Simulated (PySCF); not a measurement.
**Bond curve of ScB**

Set-up: PySCF, no relativity, basis sets Sc def2-TZVPP, B def2-TZVPP. Energies in eV from Sc (3d1 4s2) + B in their ground configurations at the same level. State: ⁵Σ⁻ (quintet), unpaired electrons σ ↑↑, π ↑↑.

All columns are PBE0. A positive dipole means Sc(−)B(+).

| R (Å) | E (eV) | μ (D) | Mulliken charge on Sc (basis-dependent) | HOMO (eV) | LUMO (eV) | Mayer bond order | ⟨S²⟩ |
| --- | --- | --- | --- | --- | --- | --- | --- |
| 1.784 | -1.568 | -2.90 | 0.26 | -4.52 | -2.08 | 2.33 | 6.00 |
| 1.867 | -1.984 | -3.29 | 0.24 | -4.60 | -1.89 | 2.29 | 6.00 |
| 1.950 | -2.224 | -3.63 | 0.20 | -4.67 | -1.93 | 2.26 | 6.00 |
| 2.013 | -2.312 | -3.86 | 0.17 | -4.69 | -1.99 | 2.23 | 6.00 |
| 2.075 | -2.337 | -4.06 | 0.15 | -4.71 | -2.03 | 2.19 | 6.00 |
| 2.137 | -2.312 | -4.24 | 0.13 | -4.70 | -2.08 | 2.15 | 6.00 |
| 2.220 | -2.219 | -4.42 | 0.11 | -4.67 | -2.13 | 2.08 | 6.00 |
| 2.324 | -2.036 | -4.54 | 0.11 | -4.60 | -2.17 | 2.00 | 6.00 |
| 2.449 | -1.762 | -4.37 | 0.11 | -4.48 | -2.18 | 1.87 | 6.00 |
| 2.615 | -1.378 | -3.75 | 0.12 | -4.36 | -2.16 | 1.66 | 6.00 |

A fit through these points gives, at Re = 2.073 Å, μ = -4.06 D and dμ/dR = -3.05 D/Å; the reduced mass is 8.844 u.

Question: How strong is the fundamental in the double-harmonic approximation, I = 42.26·(dμ/dR)²/μred km/mol?

Answer: I = 42.26·(-3.05)²/8.844 = 44.5 km/mol at PBE0.

The metal atom is held in its measured ground configuration; semilocal functionals can put another filling of s and d lower by some tenths of an eV, and De to that atom would be smaller. The state is the lowest single determinant that the PBE0 search found; with open d or f shells the true ground state can be another one.
